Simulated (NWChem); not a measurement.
System: CH5MgNS; SMILES C[S][Mg][NH2]

Input file for NWChem:

```
start job
memory heap 200 mb stack 900 mb global 1100 mb
geometry units angstroms noautoz
  Mg     0.012990    -1.111544    -0.088595
  N     -0.303915    -2.970564    -0.224931
  H     -0.410900    -3.619038     0.547888
  H     -0.389296    -3.501301    -1.085335
  S      0.374275     1.163106     0.063570
  C     -1.343152     1.870093     0.088919
  H     -1.894485     1.633669    -0.824602
  H     -1.238166     2.955848     0.154765
  H     -1.911581     1.527144     0.957044
end
basis spherical
  Mg library def2-svp
  N library def2-svp
  H library def2-svp
  S library def2-svp
  C library def2-svp
end
dft
  xc xtpss03 ctpss03
  iterations 150
  mulliken
end
task dft energy
```

The geometry was optimised at B3LYP/6-31G* (spherical d).

**Question.** What results follow from this input? (TPSS/def2-SVP.) Quantities: basis functions; energy (Ha); highest occupied level (eV); orbital gap (eV); dipole (D).

**Answer.** 
```
Quantity                      Result
---------------------------  -------
number of basis functions         89
energy (Ha)                  -693.98
highest occupied level (eV)    -4.96
orbital gap (eV)                3.59
dipole (D)                      1.94
```
